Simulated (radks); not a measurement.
Values are calculated unless marked as measured or tabulated.
The phosphorus ion P0.25+, configuration [Ne] 3s2 3p(up 2.75, down 0) (fractional occupations, a model configuration).

Level of theory: scalar-relativistic Kohn-Sham, PBE, spin-polarised, spherical densities, finite nucleus; Fermi nuclear charge, rms radius 3.1889 fm (a radial shooting solver on a logarithmic mesh with Libxc functionals).

Energy parts (eV):
| part | energy |
|---|---|
| total | -9303.670 |
| kinetic | 9333.212 |
| electron-nucleus | -22159.480 |
| Hartree | 4148.647 |
| exchange-correlation | -626.049 |

Orbitals (lengths in bohr, moments of r in powers of bohr; r(90%) holds 90 % of the orbital's charge):
orbital	occ.	eigenvalue (eV)	<r^2>	<1/r>	r(90%)
1s up	1	-2086.309	0.01445	14.65	0.185
1s down	1	-2086.024	0.01445	14.65	0.185
2s up	1	-176.1378	0.3222	2.822	0.817
2s down	1	-175.8414	0.3220	2.821	0.816
2p up	3	-126.6946	0.2959	2.710	0.812
2p down	3	-126.2920	0.2955	2.709	0.811
3s up	1	-17.0026	4.065	0.7270	2.83
3s down	1	-14.3722	4.141	0.7304	2.88
3p up	2.75	-8.3363	6.099	0.5944	3.54
3p down	0	-5.8426	6.799	0.5769	3.79

The highest occupied level is 3p up at -8.336 eV. The density falls to 0.001 e/bohr^3 at r = 4.11 bohr.
